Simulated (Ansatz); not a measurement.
Frontier orbitals of `SC1=C[Se][SiH2]1`.

```xyz
9

S    -2.010   -0.489    0.918
C    -0.561   -0.160    0.002
C    -0.489   -0.119   -1.338
Se    1.260    0.452   -1.927
Si    1.156    0.442    0.370
H    -1.411   -1.054    1.979
H    -1.269   -0.339   -2.061
H     2.070   -0.509    1.051
H     1.254    1.777    1.007
```

Total charge 0; spin multiplicity 1. Correlated methods include outer-core shells of Se, which these sets cover unevenly. Scalar relativity is left out up to krypton. All single points use the PBE0-D4/def2-TZVP geometry. It is one conformer, not always the lowest. Basis def2-TZVPP, Ansatz 0.2.0.

```csv
functional,HOMO (eV),LUMO (eV),gap (eV)
LDA (SPW92),-5.19,-1.89,3.30
PBE,-5.04,-1.69,3.35
BLYP,-4.86,-1.52,3.34
r2SCAN,-5.24,-1.55,3.69
PBE0,-6.07,-0.79,5.28
LC-ωPBE,-8.57,1.40,9.97
ωB97M-V,-8.10,0.99,9.09
```

Against PBE, PBE0 changes HOMO and LUMO by −1.02 and +0.90 eV, ωB97M-V by −3.06 and +2.68 eV. A gap of 3.35 eV thus becomes 9.09 eV for the same molecule, so an orbital gap means little without its functional. A positive LUMO is unbound and depends on the basis.

LC-ωPBE has ω = 0.4 bohr⁻¹.
